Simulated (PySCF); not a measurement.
B2(F)4.
Z-matrix (Å and degrees, PBE0-D3(BJ)/def2-SVP geometry), rows numbered from 1:
```
B 
F   1  1.3180
F   1  1.3173  2  116.76
B   1  1.7209  2  122.30  3   179.72
F   4  1.3180  1  121.79  2    95.84
F   4  1.3179  1  121.34  2   -84.83
```

The closed-shell ground state was solved at several levels (PySCF, density fitting, gas phase, non-relativistic).

| level | basis functions | HOMO (eV) | LUMO (eV) | gap (eV) | dipole (D) |
| --- | --- | --- | --- | --- | --- |
| wB97X-D/pcSseg-1 | 102 | -12.08 | 0.95 | 13.03 | 0.03 |
| PBE0/pcSseg-1 | 102 | -10.09 | -1.02 | 9.07 | 0.03 |
| B3LYP/pcJ-1 | 162 | -9.85 | -1.27 | 8.58 | 0.03 |

(1) Estimate the row for wB97X-D/def2-SVPD, a basis of 132 functions; the other rows only guide the guess.

(2) Over all these levels, which gives the widest orbital gap and which the narrowest?

(3) How far do the dipole and the HOMO energy spread over the levels?

Answers

(1) HOMO -12.15 eV, LUMO 0.85 eV, gap 13.00 eV, dipole 0.03 D.

(2) wB97X-D/pcSseg-1 (range-separated hybrid) has the widest, 13.03 eV, and B3LYP/pcJ-1 (global hybrid, 20 % exact exchange) the narrowest, 8.58 eV. Functional and basis both differ between the two, so the spread mixes both effects.

(3) The dipole runs from 0.03 to 0.03 D (mean 0.03 D) and the HOMO from -12.15 to -9.85 eV.
